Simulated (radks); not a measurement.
Q: Species: the germanium ion Ge+. Configuration: [Ar] 3d10 4s2 4p1. Calculated with a radial shooting solver on a logarithmic mesh with Libxc functionals: scalar-relativistic Kohn-Sham, BLYP, spin-polarised, spherical densities, finite nucleus; open shells are filled with parallel spins first; Fermi nuclear charge, rms radius 4.0742 fm. Some entries of the table are withheld. Estimate them.

| orbital | occ. | eigenvalue (hartree) | r(max) (bohr) | <1/r> (bohr^-1) |
|---|---|---|---|---|
| 1s up | 1 | -403.2477 | 0.03073 | 32.38 |
| 1s down | 1 | -403.2463 | 0.03073 | 32.38 |
| 2s up | 1 | -50.74969 | 0.1760 | 7.106 |
| 2s down | 1 | -50.74921 | 0.1760 | 7.106 |
| 2p up | 3 | -44.39953 | 0.1411 | 6.968 |
| 2p down | 3 | -44.39842 | 0.1411 | 6.968 |
| 3s up | 1 | -6.50990 | 0.5422 | 2.284 |
| 3s down | 1 | -6.50828 | 0.5422 | 2.284 |
| 3p up | 3 | -4.57096 | (1) | (2) |
| 3p down | 3 | -4.56907 | (3) | (4) |
| 3d up | 5 | -1.40335 | 0.5028 | 1.780 |
| 3d down | 5 | -1.39984 | 0.5027 | 1.784 |
| 4s up | 1 | -0.74088 | 1.710 | 0.6453 |
| 4s down | 1 | -0.71248 | 1.699 | 0.6479 |
| 4p up | 1 | -0.42356 | 2.082 | 0.5080 |
| 4p down | 0 | -0.39557 | 2.079 | 0.5030 |

A: 
(1) 3p up r(max) (bohr): 0.5427
(2) 3p up <1/r> (bohr^-1): 2.130
(3) 3p down r(max) (bohr): 0.5428
(4) 3p down <1/r> (bohr^-1): 2.131
